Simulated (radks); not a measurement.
The numbers below are computed, except where a source is named.
Rb, 37 electrons, occupied as [Kr] 5s1 (the NIST ground configuration). Code: a radial shooting solver on a logarithmic mesh with Libxc functionals. Model: scalar-relativistic Kohn-Sham, LDA (Slater exchange, Perdew-Wang correlation), spin-polarised, spherical densities, finite nucleus; open shells are filled with parallel spins first (spin-orbit coupling, left out, can overturn this in heavy ions); Fermi nuclear charge, rms radius 4.2036 fm.

Unscreened Slater integrals over Kohn-Sham orbitals (cm^-1). They are taken over the spin-up orbitals.

integral    value
F0(5s,5s)   39273
F0(5s,4p)   50164
G1(5s,4p)  3309.0
F0(5s,4s)   50811
G0(5s,4s)  1759.7
F0(5s,3d)   53022
G2(5s,3d)  836.00
F0(4p,4p)  114600
F2(4p,4p)   59299
F0(4p,4s)  123910
G1(4p,4s)   81876
F0(4p,3d)  150590
F2(4p,3d)   31155
G1(4p,3d)   10134
G3(4p,3d)  9479.1
F0(4s,4s)  136050
F0(4s,3d)  174300
G2(4s,3d)   14446
F0(3d,3d)  382160
F2(3d,3d)  184480
F4(3d,3d)  116380
